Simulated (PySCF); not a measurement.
CaCl (SMILES [Cl][Ca+]), charge +1, singlet, at a GFN2-xTB geometry (such geometries of metal compounds can be far from the true shape); B3LYP/6-31G in PySCF.

Here is a job for PySCF.
```python
from pyscf import gto, scf, dft

mol = gto.M(
    atom='''
Ca   -0.000000   -0.000000   -1.062485
Cl    0.000000    0.000000    1.249982
''',
    basis='6-31g',
    charge=1,
    spin=0,
    verbose=4,
)

mf = dft.RKS(mol)
mf.xc = 'b3lyp'
mf.grids.level = 7
mf.kernel()
```

It wrote (shortened):

```
PySCF version 2.14.0

[INPUT] verbose = 4
[INPUT] num. atoms = 2
[INPUT] num. electrons = 36
[INPUT] charge = 1
[INPUT] spin (= nelec alpha-beta = 2S) = 0
[INPUT] symmetry False subgroup None
[INPUT] Mole.unit = angstrom
[INPUT] Symbol           X                Y                Z      unit          X                Y                Z       unit  Magmom
[INPUT]  1 Ca     0.000000000000   0.000000000000  -1.062485000000 AA    0.000000000000   0.000000000000  -2.007805661459 Bohr   0.0
[INPUT]  2 Cl     0.000000000000   0.000000000000   1.249982000000 AA    0.000000000000   0.000000000000   2.362123640636 Bohr   0.0

nuclear repulsion = 77.8044623827281
number of shells = 16
number of NR pGTOs = 116
number of NR cGTOs = 30
basis = 6-31g
ecp = {}

******** <class 'pyscf.dft.rks.RKS'> ********
method = RKS
initial guess = minao
damping factor = 0
level_shift factor = 0
DIIS = <class 'pyscf.scf.diis.CDIIS'>
diis_start_cycle = 1
diis_space = 8
diis_damp = 0
SCF conv_tol = 1e-09
SCF conv_tol_grad = None
SCF max_cycles = 50
direct_scf = True
direct_scf_tol = 1e-13
XC library pyscf.dft.libxc version 7.1.2
    S. Lehtola, C. Steigemann, M. J. T. Oliveira, and M. A. L. Marques,  SoftwareX 7, 1–5 (2018)
XC functionals = b3lyp
    P. J. Stephens, F. J. Devlin, C. F. Chabalowski, and M. J. Frisch,  J. Phys. Chem. 98, 11623 (1994)
radial grids:
    Treutler-Ahlrichs [JCP 102, 346 (1995); DOI:10.1063/1.469408] (M4) radial grids

becke partition: Becke, JCP 88, 2547 (1988); DOI:10.1063/1.454033
pruning grids: <function nwchem_prune>
grids dens level: 7
symmetrized grids: False
atomic radii adjust function: <function treutler_atomic_radii_adjust>
small_rho_cutoff = 0
Set gradient conv threshold to 3.16228e-05
Initial guess from minao.
tot grids = 171992
init E= -1137.81743043525
  HOMO = -0.398717742293816  LUMO = -0.132950375982477  gap/eV = 7.23190
cycle= 1 E= -1137.45994677303  delta_E= 0.357  |g|= 0.33  |ddm|= 1.64
  HOMO = -0.342376899754671  LUMO = -0.305800167620353  gap/eV = 0.99530
cycle= 2 E= -1137.18105679723  delta_E= 0.279  |g|= 0.893  |ddm|= 2.29
  HOMO = -0.451007997238883  LUMO = -0.312069183043014  gap/eV = 3.78072
cycle= 3 E= -1137.51177845888  delta_E= -0.331  |g|= 0.0198  |ddm|= 1.65
  HOMO = -0.442275304016714  LUMO = -0.316500788413536  gap/eV = 3.42250
cycle= 4 E= -1137.51205831157  delta_E= -0.00028  |g|= 0.0119  |ddm|= 0.109
  HOMO = -0.445856234367185  LUMO = -0.315830500373181  gap/eV = 3.53818
cycle= 5 E= -1137.51211689405  delta_E= -5.86e-05  |g|= 0.000774  |ddm|= 0.0243
  HOMO = -0.446109918262494  LUMO = -0.315759189483306  gap/eV = 3.54702
cycle= 6 E= -1137.51211715983  delta_E= -2.66e-07  |g|= 2.69e-05  |ddm|= 0.00196
  HOMO = -0.446098527574075  LUMO = -0.315758557123456  gap/eV = 3.54673
cycle= 7 E= -1137.51211716021  delta_E= -3.75e-10  |g|= 4.33e-06  |ddm|= 5.83e-05
  HOMO = -0.44609566400418  LUMO = -0.315758548185608  gap/eV = 3.54665
Extra cycle  E= -1137.5121171602  delta_E= 6.37e-12  |g|= 6.05e-06  |ddm|= 1.81e-05
converged SCF energy = -1137.5121171602
```
